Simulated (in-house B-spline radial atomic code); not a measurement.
**LDA exchange-only excitations of the tin ion Sn²⁰⁺**

Method: LDA exchange-only. Computed with a B-spline radial code for spherical atoms: linear response of the closed shell [Ar] 3d10 4s2 with the functional's adiabatic kernel; non-relativistic, point nucleus, no spin-orbit coupling, no double excitations, S, P, D and F terms only; shells from n = 2 respond. Only terms of natural parity with L up to 3 were computed.

Without relativity these are model numbers for so heavy an element.

Command:
```bash
python run_td.py task.json out
```
Settings (radii: box in bohr, nucleus in fm):
```
Z                        50
electrons                30
configuration            [Ar] 3d10 4s2
hamiltonian              nr
method                   lda,
box_radius               5.64
intervals                51
```

Time taken, with all properties: 0.9 s on 1 thread of Arm Neoverse N1 (shared host).

The lowest states, in the order of their Tamm-Dancoff energies; the method's threshold (minus the highest occupied level) is 580.40 eV. Labels give the largest channel, * marks a mixed state, and oscillator strengths are full-response dipole values. Semilocal kernels can invert the small singlet-triplet splittings of Rydberg terms. Energies in eV:

| state | full response | Tamm-Dancoff | oscillator strength |
| --- | --- | --- | --- |
| 4s → 4p 3P | 36.65 | 36.91 | - |
| 4s → 4p 1P | 49.92 | 51.31 | 1.02 |
| 4s → 4d 3D | ? | ? | - |
| 4s → 4d 1D | 114.98 | 115.05 | - |
| 4s → 4f 3F | 187.86 | 187.91 | - |
| 4s → 4f 1F | 191.42 | 191.42 | - |
| 4s → 5s 3S | ? | ? | - |
| 4s → 5s 1S | 255.46 | 255.53 | - |
| 4s → 5p 3P | 271.21 | 271.22 | - |
| 4s → 5p 1P | 272.61 | 272.65 | 0.408 |

Task: Where does 4s → 4d 3D lie?

Result: At 108.45 eV in full response, 108.54 eV in Tamm-Dancoff.

Task: Where does 4s → 5s 3S lie?

Result: At 252.26 eV in full response, 252.27 eV in Tamm-Dancoff.

Task: How large is the singlet-triplet splitting of 4s → 4p (P terms) in Tamm-Dancoff?

Result: 14.4 eV, from the unrounded values.

Task: What polarisabilities and dispersion coefficient does the method give?

Result: Dipole 0.3274 bohr³, quadrupole 0.08207 bohr⁵, C6 0.1747 hartree·bohr⁶ for two such species.
